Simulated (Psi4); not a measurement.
BeF2 (SMILES [F][Be][F]), singlet, geometry from GFN2-xTB (such geometries of metal compounds can be far from the true shape); WB97X/def2-SVPD in Psi4.

Psi4 was given this input:
```
memory 2 GB

molecule {
0 1
  Be    0.00000000    0.00000000    0.00000000
  F    -0.00000000   -0.00000000   -1.36953917
  F     0.00000000    0.00000000    1.36953917
}

set basis def2-svpd
set scf_type pk
set puream true
set d_convergence 1e-8
set dft_radial_points 99
set dft_spherical_points 590

energy('wb97x')
print_variables()
```

The log (banner, timings and long lists left out):

```
   => Loading Basis Set <=

    Name: DEF2-SVPD
    Role: ORBITAL
    Keyword: BASIS

         ---------------------------------------------------------
                                   SCF
               by Justin Turney, Rob Parrish, Andy Simmonett
                          and Daniel G. A. Smith
                              RKS Reference
         ---------------------------------------------------------

  ==> Geometry <==

    Molecular point group: d2h
    Full point group: D_inf_h

    Geometry (in Angstrom), charge = 0, multiplicity = 1:

       Center              X                  Y                   Z               Mass
    ------------   -----------------  -----------------  -----------------  -----------------
         BE           0.000000000000     0.000000000000     0.000000000000     9.012183065000
         F            0.000000000000     0.000000000000    -1.369539170000    18.998403162730
         F            0.000000000000     0.000000000000     1.369539170000    18.998403162730

  Running in d2h symmetry.

  Rotational constants: A = ************  B =      0.23654  C =      0.23654 [cm^-1]
  Rotational constants: A = ************  B =   7091.22374  C =   7091.22374 [MHz]
  Nuclear repulsion =   43.468954743641987

  Charge       = 0
  Multiplicity = 1
  Electrons    = 22
  Nalpha       = 11
  Nbeta        = 11

  ==> Algorithm <==

  SCF Algorithm Type is PK.
  DIIS enabled.
  MOM disabled.
  Fractional occupation disabled.
  Guess Type is SAD.
  Energy threshold   = 1.00e-06
  Density threshold  = 1.00e-08
  Integral threshold = 1.00e-12

  ==> Primary Basis <==

  Basis Set: DEF2-SVPD
    Blend: DEF2-SVPD
    Number of shells: 24
    Number of basis functions: 58
    Number of Cartesian functions: 62
    Spherical Harmonics?: true
    Max angular momentum: 2

  ==> DFT Potential <==

   => LibXC <=

    Version 7.1.2
    S. Lehtola, C. Steigemann, M. J. T. Oliveira, and M. A. L. Marques,  SoftwareX 7, 1–5 (2018) (10.1016/j.softx.2017.11.002)

   => Composite Functional: WB97X <=

    wB97X Hyb-GGA Exchange-Correlation Functional

    J.-D. Chai and M. Head-Gordon,  J. Chem. Phys. 128, 084106 (2008) (10.1063/1.2834918)

    Deriv               =              1
    GGA                 =           TRUE
    Meta                =          FALSE

    Exchange Hybrid     =           TRUE
    MP2 Hybrid          =          FALSE

   => Exchange-Correlation Functionals <=

    1.0000   wB97X range-separated functional

   => Exact (HF) Exchange <=

    0.8423            HF,LR [omega = 0.3000]
    0.1577               HF

   => LibXC Density Thresholds  <==

    XC_HYB_GGA_XC_WB97X:  1.00E-14

   => Molecular Quadrature <=

    Radial Scheme          =       TREUTLER
    Pruning Scheme         =           NONE
    Nuclear Scheme         =       TREUTLER

    Blocking Scheme        =         OCTREE
    BS radius alpha        =              1
    Pruning alpha          =              1
    Radial Points          =             99
    Spherical Points       =            590
    Total Points           =         171334
    Total Blocks           =           1343
    Max Points             =            256
    Max Functions          =             57
    Weights Tolerance      =       1.00E-15

  ==> Integral Setup <==

  Using in-core PK algorithm.
   Calculation information:
      Number of atoms:                   3
      Number of AO shells:              24
      Number of primitives:             42
      Number of atomic orbitals:        62
      Number of basis functions:        58

      Integral cutoff                 1.00e-12
      Number of threads:                 1

  Performing in-core PK
  Using 4393848 doubles for integral storage.
  We computed 43059 shell quartets total.
  Whereas there are 45150 unique shell quartets.

  Computing range-separated integrals for PK
  We computed 43059 wK shell quartets total.
  Whereas there are 45150 wK unique shell quartets.

  ==> DiskJK: Disk-Based J/K Matrices <==

    J tasked:                  Yes
    K tasked:                  Yes
    wK tasked:                 Yes
    Omega:               3.000E-01
    Schwarz Cutoff:          1E-12

  Minimum eigenvalue in the overlap matrix is 2.6817682847E-03.
  Reciprocal condition number of the overlap matrix is 5.7956565167E-04.
    Using symmetric orthogonalization.

  ==> Pre-Iterations <==

  SCF Guess: Superposition of Atomic Densities via on-the-fly atomic UHF (no occupation information).

   -------------------------
    Irrep   Nso     Nmo
   -------------------------
     Ag        14      14
     B1g        2       2
     B2g        5       5
     B3g        5       5
     Au         2       2
     B1u       14      14
     B2u        8       8
     B3u        8       8
   -------------------------
    Total      58      58
   -------------------------

  ==> Iterations <==

                        Total Energy        Delta E     RMS |[F,P]|

   @RKS iter SAD:  -213.38153875678287   -2.13382e+02   0.00000e+00
   @RKS iter   1:  -214.22811005301713   -8.46571e-01   2.89982e-02 DIIS/ADIIS
   @RKS iter   2:  -214.17755861256720    5.05514e-02   3.52004e-02 DIIS/ADIIS
   @RKS iter   3:  -214.38913431766912   -2.11576e-01   9.26287e-04 DIIS/ADIIS
   @RKS iter   4:  -214.38927944689613   -1.45129e-04   2.55363e-04 DIIS/ADIIS
   @RKS iter   5:  -214.38929122732577   -1.17804e-05   2.98830e-05 DIIS
   @RKS iter   6:  -214.38929142073152   -1.93406e-07   2.97533e-06 DIIS
   @RKS iter   7:  -214.38929142620569   -5.47416e-09   3.61530e-07 DIIS
   @RKS iter   8:  -214.38929142628950   -8.38156e-11   4.03876e-08 DIIS
   @RKS iter   9:  -214.38929142629078   -1.27898e-12   3.47875e-09 DIIS
  Energy and wave function converged.

  ==> Post-Iterations <==

   Electrons on quadrature grid:
      Ntotal   =   22.0000000682 ; deviation = 6.817e-08

    Orbital Energies [Eh]
    ---------------------

    Doubly Occupied:

[...]
    Virtual:

[...]
    Final Occupation by Irrep:
             Ag   B1g   B2g   B3g    Au   B1u   B2u   B3u
    DOCC [     4,    0,    1,    1,    0,    3,    1,    1 ]
    NA   [     4,    0,    1,    1,    0,    3,    1,    1 ]
    NB   [     4,    0,    1,    1,    0,    3,    1,    1 ]

  @RKS Final Energy:  -214.38929142629078

   => Energetics <=

    Nuclear Repulsion Energy =             43.4689547436419872
    One-Electron Energy =                -384.8905024564281803
    Two-Electron Energy =                 144.2565552135649511
    DFT Exchange-Correlation Energy =     -17.2242989270695332
    Empirical Dispersion Energy =           0.0000000000000000
    VV10 Nonlocal Energy =                  0.0000000000000000
    Total Energy =                       -214.3892914262907823

Computation Completed

Properties will be evaluated at   0.000000,   0.000000,   0.000000 [a0]

Properties computed using the SCF density matrix

 Multipole Moments:

 ------------------------------------------------------------------------------------
     Multipole            Electronic (a.u.)      Nuclear  (a.u.)        Total (a.u.)
 ------------------------------------------------------------------------------------

 L = 1.  Multiply by 2.5417464519 to convert [e a0] to [Debye]
 Dipole X            :          0.0000000            0.0000000            0.0000000
 Dipole Y            :          0.0000000            0.0000000            0.0000000
 Dipole Z            :          0.0000000            0.0000000            0.0000000
 Magnitude           :                                                    0.0000000

 ------------------------------------------------------------------------------------

  Variable Map:
  ----------------------------------------------------------------------------
[...]
  Array Variable Map:
  ----------------------------------------------------------------------------
[...]
[...]
```
